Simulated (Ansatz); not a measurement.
One change: `CCSBF` becomes `CCS[SiH3]`.

Ansatz, PBE0-D4/def2-TZVP geometries, multiplicity 1. Each molecule was computed in one conformer, which needn't be the lowest.

| property | `CCSBF` |
| --- | --- |
| LUMO energy (PBE0/def2-TZVPP) / eV | -0.52 |
| LUMO energy (PBE/def2-TZVPP) / eV | -1.46 |
| HOMO energy (PBE/def2-TZVPP) / eV | -6.48 |
| HOMO–LUMO gap (B3LYP/def2-TZVPP) / eV | 6.68 |
| size of the dipole moment (B3LYP/def2-TZVPP) / D | 2.56 |
| LUMO energy (B3LYP/def2-TZVPP) / eV | -0.74 |

What does the change do to each property? (Estimate.)

Computed: 
| property | `CCS[SiH3]` | shift |
| --- | --- | --- |
| LUMO energy (PBE0/def2-TZVPP) / eV | 0.21 | 0.73 |
| LUMO energy (PBE/def2-TZVPP) / eV | -0.67 | 0.79 |
| HOMO energy (PBE/def2-TZVPP) / eV | -5.70 | 0.78 |
| HOMO–LUMO gap (B3LYP/def2-TZVPP) / eV | 6.66 | -0.02 |
| size of the dipole moment (B3LYP/def2-TZVPP) / D | 1.51 | -1.05 |
| LUMO energy (B3LYP/def2-TZVPP) / eV | -0.01 | 0.73 |

The zero-point energy changes by 24.2 kJ/mol with +3 modes. Dipoles are sizes alone; their direction can turn.

Positive LUMOs are unbound, so they and the gaps depend on the basis.

B3LYP here is the variant with VWN-RPA as its local correlation; programs differ in this.
